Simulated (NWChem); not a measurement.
Species: C2H2F2; SMILES F/C=C\F

All runs: NWChem. Structure relaxed at the B3LYP/6-31G* (spherical d) level. Ions are spin-unrestricted doublets at the neutral geometry; other ion states weren't tried. Functional: LC-ωPBE (HJS hole) with def2-SVP; rows give the range parameter ω in 1/bohr.

```json
[
 {"range parameter (1/bohr)": "0.15", "vertical ionisation energy, ΔSCF (eV)": "10.08", "−ε(HOMO) (eV)": "8.15", "ΔSCF minus −ε(HOMO) (eV)": "1.93"},
 {"range parameter (1/bohr)": "0.30", "vertical ionisation energy, ΔSCF (eV)": "10.22", "−ε(HOMO) (eV)": "9.59", "ΔSCF minus −ε(HOMO) (eV)": "0.63"},
 {"range parameter (1/bohr)": "0.40", "vertical ionisation energy, ΔSCF (eV)": "10.33", "−ε(HOMO) (eV)": "10.21", "ΔSCF minus −ε(HOMO) (eV)": "0.12"},
 {"range parameter (1/bohr)": "0.50", "vertical ionisation energy, ΔSCF (eV)": "10.42", "−ε(HOMO) (eV)": "10.65", "ΔSCF minus −ε(HOMO) (eV)": "-0.23"},
 {"range parameter (1/bohr)": "0.80", "vertical ionisation energy, ΔSCF (eV)": "10.60", "−ε(HOMO) (eV)": "11.34", "ΔSCF minus −ε(HOMO) (eV)": "-0.74"}
]
```
